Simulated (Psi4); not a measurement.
selenium dioxide (O2Se), singlet, geometry from GFN2-xTB; HF/cc-pVTZ (Psi4 1.11).

The Psi4 input:
```
memory 2 GB

molecule mol {
0 1
  O    -1.308581    0.550192    0.031692
  Se    0.014599   -0.288555   -0.024170
  O     1.246535    0.676168    0.071032
}

set basis cc-pvtz
set reference rhf

energy('scf')
print_variables()
```

What the program printed (banner, timings and long lists left out):

```
   => Loading Basis Set <=

    Name: CC-PVTZ
    Role: ORBITAL
    Keyword: BASIS

         ---------------------------------------------------------
                                   SCF
               by Justin Turney, Rob Parrish, Andy Simmonett
                          and Daniel G. A. Smith
                              RHF Reference
         ---------------------------------------------------------

  ==> Geometry <==

    Molecular point group: cs
    Full point group: Cs

    Geometry (in Angstrom), charge = 0, multiplicity = 1:

       Center              X                  Y                   Z               Mass
    ------------   -----------------  -----------------  -----------------  -----------------
         O            0.581799681157     1.310220535271     0.000000000000    15.994914619570
         SE          -0.258674894495    -0.013042436755     0.000000000000    79.916521800000
         O            0.710635967092    -1.245055687187     0.000000000000    15.994914619570

  Running in cs symmetry.

  Rotational constants: A =      0.89889  B =      0.32201  C =      0.23708 [cm^-1]
  Rotational constants: A =  26948.00324  B =   9653.54714  C =   7107.45356 [MHz]
  Nuclear repulsion =  196.874086452115790

  Charge       = 0
  Multiplicity = 1
  Electrons    = 50
  Nalpha       = 25
  Nbeta        = 25

  ==> Algorithm <==

  SCF Algorithm Type is DF.
  DIIS enabled.
  MOM disabled.
  Fractional occupation disabled.
  Guess Type is SAD.
  Energy threshold   = 1.00e-06
  Density threshold  = 1.00e-06
  Integral threshold = 1.00e-12

  ==> Primary Basis <==

  Basis Set: CC-PVTZ
    Blend: CC-PVTZ
    Number of shells: 35
    Number of basis functions: 103
    Number of Cartesian functions: 119
    Spherical Harmonics?: true
    Max angular momentum: 3

   => Loading Basis Set <=

    Name: (CC-PVTZ AUX)
    Role: JKFIT
    Keyword: DF_BASIS_SCF

  ==> Integral Setup <==

  SCF_SUBTYPE=INCORE selected. In-core MEM_DF algorithm will be used.
  Using in-core AOs.

  ==> MemDFJK: Density-Fitted J/K Matrices <==

    J tasked:                   Yes
    K tasked:                   Yes
    wK tasked:                   No
    Algorithm:                 Core
    Schwarz Cutoff:           1E-12
    Mask sparsity (%):       0.0000
    Fitting Condition:        1E-10

   => Auxiliary Basis Set <=

  Basis Set: (CC-PVTZ AUX)
    Blend: CC-PVTZ-JKFIT
    Number of shells: 101
    Number of basis functions: 365
[...]

   @DF-RHF iter SAD: -2546.42347937690420   -2.54642e+03   0.00000e+00
   @DF-RHF iter   1: -2549.29681178854298   -2.87333e+00   1.59556e-02 ADIIS/DIIS
   @DF-RHF iter   2: -2549.53395919587820   -2.37147e-01   6.24125e-03 ADIIS/DIIS
   @DF-RHF iter   3: -2549.56807259816333   -3.41134e-02   4.02371e-04 ADIIS/DIIS
   @DF-RHF iter   4: -2549.56863787893872   -5.65281e-04   1.16972e-04 ADIIS/DIIS
   @DF-RHF iter   5: -2549.56868083459449   -4.29557e-05   5.26637e-05 DIIS
   @DF-RHF iter   6: -2549.56868769782204   -6.86323e-06   1.36570e-05 DIIS
   @DF-RHF iter   7: -2549.56868863656109   -9.38739e-07   3.06824e-06 DIIS
   @DF-RHF iter   8: -2549.56868872546465   -8.89036e-08   8.33128e-07 DIIS
  Energy and wave function converged.

  ==> Post-Iterations <==

    Orbital Energies [Eh]
    ---------------------

    Doubly Occupied:

[...]
       6App   -0.476236

    Virtual:

[...]
    Final Occupation by Irrep:
             Ap   App
    DOCC [    19,    6 ]
    NA   [    19,    6 ]
    NB   [    19,    6 ]

  @DF-RHF Final Energy: -2549.56868872546465

   => Energetics <=

    Nuclear Repulsion Energy =            196.8740864521157903
    One-Electron Energy =               -3940.0109729202386006
    Two-Electron Energy =                1193.5681977426579579
    Total Energy =                      -2549.5686887254646535

Computation Completed

Properties will be evaluated at   0.000000,   0.000000,   0.000000 [a0]

Properties computed using the SCF density matrix

 Multipole Moments:

 ------------------------------------------------------------------------------------
     Multipole            Electronic (a.u.)      Nuclear  (a.u.)        Total (a.u.)
 ------------------------------------------------------------------------------------

 L = 1.  Multiply by 2.5417464519 to convert [e a0] to [Debye]
 Dipole X            :         -4.3247213            2.9187553           -1.4059660
 Dipole Y            :         -0.2180548            0.1471642           -0.0708906
 Dipole Z            :          0.0000000            0.0000000            0.0000000
 Magnitude           :                                                    1.4077521

 ------------------------------------------------------------------------------------

  Variable Map:
  ----------------------------------------------------------------------------
[...]
  Array Variable Map:
  ----------------------------------------------------------------------------
[...]
[...]
```
